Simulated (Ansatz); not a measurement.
Abridged output of a molecular run in Ansatz:

```
Functional definition: HF
  name "HF"
  cite "Fock, Z. Phys. 61, 126 (1930) doi:10.1007/BF01340294"
  parent pbe
  exchange = exact_x
  correlation = 0
1145 factors; integrals over basis functions are off by at most 1.0e-3 eV
mean field evaluation 1: about -11413.2601 eV, gradient 3.9e1 eV
mean field evaluation 2: about -11413.4011 eV, gradient 4.0e1 eV
mean field evaluation 4: about -11416.7477 eV, gradient 3.3e0 eV
mean field evaluation 8: about -11416.8010 eV, gradient 1.8e-1 eV
mean field -11416.80115766 eV, -419.5597039582 hartree, gradient 4.9e-6 eV, S^2 0.000000; 0 other end points of the search recorded, 0 dependent functions left out
8 core orbitals not correlated: weight in the atoms' cores, before any rotation towards them, 1.000 or more for the frozen orbitals, at most 0.000 for the correlated occupied ones
reference -11416.80115766 eV, -419.5597039582 hartree; 11, 11 occupied and 172, 172 virtual orbitals, 1145 factors
second order -17.69098832 eV of doubles, -0.00000000 eV of singles
cycle   1  -17.91898053 eV  change   -2.3e-1 eV  update   9.3e-2
cycle   2  -18.34610479 eV  change   -4.3e-1 eV  update   2.9e-2
cycle   3  -18.45549113 eV  change   -1.1e-1 eV  update   1.5e-2
cycle   4  -18.44779649 eV  change    7.7e-3 eV  update   4.0e-3
cycle   5  -18.44656040 eV  change    1.2e-3 eV  update   1.8e-3
cycle   6  -18.44752281 eV  change   -9.6e-4 eV  update   5.0e-4
cycle   7  -18.44748610 eV  change    3.7e-5 eV  update   2.1e-4
cycle   8  -18.44739092 eV  change    9.5e-5 eV  update   6.4e-5
cycle   9  -18.44740690 eV  change   -1.6e-5 eV  update   2.6e-5
perturbative correction -0.68350093 eV, -0.0251181957 hartree
Total energy: -11435.93206548 eV, -420.2627518533 hartree
```

Its atoms:

Cartesian coordinates in Å:
```
C 0.043 -0.786 -1.140
C 0.273 0.383 -0.535
Al -0.178 0.536 1.331
F 0.083 1.951 2.142
H -0.386 -1.633 -0.607
H 0.266 -0.964 -2.190
H 0.704 1.183 -1.135
H -0.803 -0.670 2.134
```

**Question.** Which basis set was used?
A. def2-TZVPP
B. cc-pV(D+d)Z
C. def2-SVPD
D. def2-TZVPPD

**Answer.** A. It gives 191 functions.

**Question.** Write the keys of the input that set method, charge and spin (a neutral closed shell needs none for the last two).

**Answer.** 
```yaml
correlation: {method: ccsd_t}
```
